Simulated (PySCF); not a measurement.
C7H10Cl2Si.
SMILES with atom numbers: `[CH2:1]=[C:2]([CH3:3])[Si@H:4]([Cl:5])[C:6]1=[C:7]([Cl:8])[CH2:9][CH2:10]1`

Structure used (GFN2-xTB), in Å, numbered top down from 1:
```
atom  x, y, z in Å
C1     2.880   -0.507    0.930
C2     1.944   -0.343    0.005
C3     2.094    0.679   -1.082
Si4    0.357   -1.373   -0.006
Cl5    0.158   -2.291   -1.808
C6    -1.135   -0.256    0.181
C7    -1.358    0.962    0.692
Cl8   -0.368    2.111    1.468
C9    -2.820    1.014    0.370
C10   -2.594   -0.397   -0.226
H11    3.784    0.084    0.940
H12    2.785   -1.235    1.718
H13    3.042    1.205   -1.001
H14    1.284    1.406   -1.024
H15    2.038    0.200   -2.059
H16    0.383   -2.411    1.026
H17   -3.484    1.055    1.231
H18   -3.111    1.780   -0.346
H19   -3.128   -1.195    0.284
H20   -2.758   -0.475   -1.298
```

Probes without a nucleus sit at each ring's centroid and 1 Å off its mean plane on both sides; NICS is minus the shielding there, NICSzz its component along the normal. Level: GIAO PBE0/pcSseg-1 (PySCF, non-relativistic, gas phase) on the GFN2-xTB geometry, one conformer.

Ring bond lengths (Å), with Mayer bond orders in brackets: C6–C7 1.340 (1.67), C7–C9 1.497 (1.03), C9–C10 1.548 (1.05), C10–C6 1.521 (1.03).

Question: What do the NICS probes read (ppm)?

Answer: 
```csv
ring,type,NICS(0),"NICS(1), two faces","NICS(1)zz, two faces",rms pucker (Å),"centre to ring atoms, mean (Å)"
C6–C7–C9–C10,"4-membered carbocycle; formal bonds 1 double, 3 single",-1.8,-2.7 / -2.6,-0.6 / 0.4,0.00,1.04
```

Question: What can be read from them?

Answer: 
- C6–C7–C9–C10: mean NICS(1)zz -0.1 ppm, near zero. C9, C10 have four or more neighbours; no verdict on aromaticity is drawn.

Question: At the second NICS(1) probe listed for ring C6–C7–C9–C10, 1 Å off the ring, what do the in-plane components average?

Answer: The isotropic value is a third of the trace: (3 × -2.6 − (0.4))/2 = -4.1 ppm.
